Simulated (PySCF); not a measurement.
A geometry optimisation, step by step.

C2H7AlN2.
SMILES with atom numbers: `[CH2:1]1[CH2:2][NH:3][AlH:4][NH:5]1` (hydrogens: H6, H7 on C1; H8, H9 on C2; H10 on N3; H11 on Al4; H12 on N5)

Computed by this run: PySCF 2.14.0, PBE0-D3(BJ)/def2-SVP geometry optimisation, gas phase; density fitting, grid level 1; the optimiser is geomeTRIC in internal coordinates, started from a GFN2-xTB structure with every atom displaced at random (about 0.01 Å). The frame can shift and turn from step to step; on so coarse a grid that alone can change the energy by a few meV, and forces under 0.02 eV/Å are noise.

Step 0: E = -11751.0769 eV, largest atomic force 2.597 eV/Å
```
atom  x, y, z in Å  |  force x, y, z in eV/Å
C1     -0.379   -1.009    0.344   -0.729   1.795  -0.090
C2     -0.995    0.172   -0.490    1.280  -0.196   0.665
N3      0.067    1.053   -0.964    1.024  -0.972   1.194
Al4     1.500    0.855    0.146   -2.347  -0.972  -0.541
N5      0.802   -0.541    1.034    0.309  -0.116   0.297
H6     -0.169   -1.812   -0.339    0.241  -1.022  -0.673
H7     -1.150   -1.337    1.047   -0.239  -0.278   0.160
H8     -1.685    0.738    0.133   -0.585   0.177   0.472
H9     -1.550   -0.236   -1.314   -0.628  -0.466  -0.734
H10    -0.240    1.675   -1.673   -0.081   0.717  -0.637
H11     2.760    1.601    0.295    1.554   0.900   0.171
H12     1.078   -1.187    1.773    0.200   0.432  -0.285
```

Step 1: E = -11751.2430 eV, largest atomic force 0.555 eV/Å
```
atom  x, y, z in Å  |  force x, y, z in eV/Å
C1     -0.240   -1.065    0.269    0.063  -0.267  -0.136
C2     -1.104    0.092   -0.278   -0.045   0.113  -0.296
N3     -0.230    1.165   -0.725    0.188   0.390  -0.348
Al4     1.364    1.050    0.071    0.110  -0.015   0.030
N5      1.012   -0.541    0.793    0.015   0.002   0.003
H6     -0.060   -1.816   -0.545   -0.074   0.286   0.186
H7     -0.823   -1.594    1.043   -0.022  -0.065   0.043
H8     -1.810    0.457    0.500    0.083  -0.137   0.043
H9     -1.735   -0.296   -1.107    0.113   0.078   0.192
H10    -0.642    1.855   -1.345   -0.068  -0.175   0.229
H11     2.693    1.940    0.188   -0.347  -0.102  -0.099
H12     1.642   -1.245    1.146   -0.016  -0.107   0.153
```

Step 2: E = -11751.2678 eV, largest atomic force 0.322 eV/Å
```
atom  x, y, z in Å  |  force x, y, z in eV/Å
C1     -0.229   -1.066    0.263   -0.043  -0.174  -0.001
C2     -1.082    0.103   -0.287   -0.196   0.029  -0.067
N3     -0.228    1.187   -0.748    0.305  -0.104  -0.003
Al4     1.350    1.020    0.055    0.245   0.069   0.142
N5      1.016   -0.559    0.818   -0.008   0.203  -0.179
H6     -0.049   -1.800   -0.552    0.009   0.063   0.001
H7     -0.828   -1.598    1.026   -0.035  -0.015  -0.043
H8     -1.775    0.444    0.511    0.013   0.015   0.024
H9     -1.722   -0.280   -1.103   -0.005  -0.046   0.059
H10    -0.662    1.885   -1.336   -0.095  -0.054   0.095
H11     2.644    1.926    0.161   -0.088   0.012  -0.071
H12     1.634   -1.262    1.202   -0.103   0.001   0.044
```

Step 3: E = -11751.2812 eV, largest atomic force 0.195 eV/Å
```
atom  x, y, z in Å  |  force x, y, z in eV/Å
C1     -0.234   -1.073    0.255   -0.047   0.120   0.058
C2     -1.078    0.101   -0.290   -0.013  -0.019   0.118
N3     -0.206    1.175   -0.745    0.004  -0.149  -0.080
Al4     1.374    1.023    0.050   -0.045  -0.109   0.156
N5      1.006   -0.551    0.811    0.094  -0.067  -0.040
H6     -0.052   -1.797   -0.562    0.073  -0.062  -0.094
H7     -0.840   -1.607    1.013    0.044  -0.005  -0.031
H8     -1.759    0.438    0.518   -0.012   0.093   0.002
H9     -1.725   -0.276   -1.099   -0.055  -0.022  -0.065
H10    -0.661    1.874   -1.310   -0.061   0.120  -0.023
H11     2.641    1.949    0.145    0.066   0.063  -0.044
H12     1.603   -1.255    1.226   -0.049   0.038   0.043
```

Step 4: E = -11751.2871 eV, largest atomic force 0.133 eV/Å
```
atom  x, y, z in Å  |  force x, y, z in eV/Å
C1     -0.233   -1.074    0.250   -0.068   0.083   0.046
C2     -1.080    0.102   -0.288    0.045  -0.050   0.082
N3     -0.202    1.168   -0.751   -0.015  -0.076  -0.108
Al4     1.376    1.018    0.055   -0.066  -0.044   0.087
N5      1.005   -0.555    0.814    0.059  -0.021  -0.039
H6     -0.042   -1.792   -0.573    0.027  -0.010  -0.059
H7     -0.836   -1.616    1.002    0.019  -0.022  -0.017
H8     -1.754    0.452    0.521    0.006   0.023   0.005
H9     -1.734   -0.274   -1.094   -0.029  -0.015  -0.023
H10    -0.662    1.873   -1.307    0.002   0.081   0.013
H11     2.637    1.955    0.137    0.052   0.035  -0.028
H12     1.592   -1.257    1.244   -0.031   0.015   0.042
```

Step 5: E = -11751.2935 eV, largest atomic force 0.100 eV/Å
```
atom  x, y, z in Å  |  force x, y, z in eV/Å
C1     -0.231   -1.075    0.239   -0.011   0.013   0.002
C2     -1.078    0.103   -0.284    0.018  -0.015  -0.030
N3     -0.192    1.153   -0.770   -0.056  -0.051  -0.053
Al4     1.376    1.008    0.065   -0.037   0.087  -0.035
N5      1.000   -0.561    0.823    0.005  -0.003  -0.010
H6     -0.026   -1.774   -0.601   -0.011   0.033   0.012
H7     -0.832   -1.639    0.976   -0.013  -0.025  -0.007
H8     -1.733    0.471    0.535    0.017  -0.028  -0.001
H9     -1.750   -0.272   -1.078    0.002   0.014   0.032
H10    -0.658    1.878   -1.300    0.061   0.005   0.050
H11     2.628    1.966    0.117    0.021  -0.025   0.010
H12     1.564   -1.257    1.290    0.005  -0.005   0.030
```

Step 6: E = -11751.2951 eV, largest atomic force 0.094 eV/Å
```
atom  x, y, z in Å  |  force x, y, z in eV/Å
C1     -0.231   -1.076    0.234    0.009  -0.019   0.001
C2     -1.077    0.102   -0.284    0.018   0.008  -0.030
N3     -0.189    1.147   -0.779   -0.043  -0.043  -0.022
Al4     1.375    1.006    0.066   -0.014   0.084  -0.041
N5      0.997   -0.561    0.827   -0.010   0.001  -0.003
H6     -0.019   -1.765   -0.613   -0.010   0.022   0.015
H7     -0.831   -1.649    0.962   -0.011  -0.015  -0.005
H8     -1.724    0.473    0.540    0.008  -0.016   0.004
H9     -1.758   -0.271   -1.071    0.006   0.006   0.024
H10    -0.654    1.881   -1.294    0.038   0.007   0.028
H11     2.629    1.965    0.110    0.008  -0.034   0.017
H12     1.551   -1.253    1.312    0.002   0.000   0.011
```

Step 7: E = -11751.2961 eV, largest atomic force 0.042 eV/Å
```
atom  x, y, z in Å  |  force x, y, z in eV/Å
C1     -0.230   -1.076    0.229    0.018  -0.011   0.000
C2     -1.077    0.101   -0.285   -0.005   0.017  -0.012
N3     -0.189    1.141   -0.787    0.002  -0.023   0.000
Al4     1.372    1.008    0.065    0.002   0.036  -0.022
N5      0.993   -0.557    0.829   -0.010  -0.002   0.006
H6     -0.012   -1.757   -0.621   -0.002   0.004   0.004
H7     -0.831   -1.660    0.950   -0.006   0.002  -0.002
H8     -1.715    0.472    0.545    0.000  -0.001   0.004
H9     -1.766   -0.271   -1.065    0.002  -0.003   0.003
H10    -0.651    1.886   -1.289   -0.004   0.003   0.006
H11     2.633    1.957    0.110   -0.003  -0.023   0.014
H12     1.540   -1.244    1.329    0.005   0.002  -0.002
```

Step 8: E = -11751.2963 eV, largest atomic force under 0.02 eV/Å
```
atom  x, y, z in Å  |  force x, y, z in eV/Å
C1     -0.229   -1.076    0.229    0.008  -0.007   0.003
C2     -1.077    0.101   -0.286   -0.004   0.007   0.003
N3     -0.189    1.140   -0.790    0.013  -0.004  -0.005
Al4     1.371    1.010    0.064    0.001   0.007  -0.005
N5      0.992   -0.556    0.830   -0.007   0.000   0.005
H6     -0.010   -1.756   -0.622    0.002  -0.002  -0.001
H7     -0.831   -1.660    0.948   -0.001   0.002  -0.001
H8     -1.714    0.472    0.545   -0.001   0.004   0.001
H9     -1.767   -0.272   -1.065    0.001  -0.004  -0.003
H10    -0.652    1.887   -1.288   -0.011   0.002   0.001
H11     2.636    1.952    0.115   -0.001  -0.007   0.006
H12     1.539   -1.240    1.332    0.002   0.001  -0.005
```

**Question.** Summarise the path.

**Answer.** The energy falls by 21.18 kJ/mol from step 0 to step 8; nine tenths of that is first reached at step 3. It falls at every step. The largest force goes from 2.597 to under 0.02 eV/Å. Among the bonds Al4–H11 changes most, from 1.472 to 1.578 Å; the atoms move by 0.051 Å rms after alignment.

**Question.** Follow the three bonds and two angles with the largest change from start to end.

**Answer.** 
```
step  E above end (kJ/mol)  largest force (eV/Å)  Al4–H11 (Å)  N3–Al4 (Å)  C1–H6 (Å)  Al4–N3–H10 (°)  Al4–N5–H12 (°)
   0                 21.18                 2.597        1.472       1.824      1.074           138.3           138.2
   1                  5.15                 0.555        1.604       1.786      1.122           132.7           129.9
   2                  2.75                 0.322        1.584       1.778      1.112           135.1           131.5
   3                  1.46                 0.195        1.572       1.776      1.107           135.4           131.7
   4                  0.89                 0.133        1.573       1.779      1.109           135.5           132.2
   5                  0.27                 0.100        1.578       1.782      1.112           135.2           133.3
   6                  0.12                 0.094        1.579       1.783      1.112           134.6           133.7
   7                  0.02                 0.042        1.579       1.783      1.111           133.8           133.9
   8                  0.00            under 0.02        1.578       1.784      1.111           133.7           133.8
```

The cost below is that of the whole optimisation. Hardware: Arm Neoverse V1, one thread, no GPU (shared host). Cost: 40 s wall, 0.46 GiB resident at most.
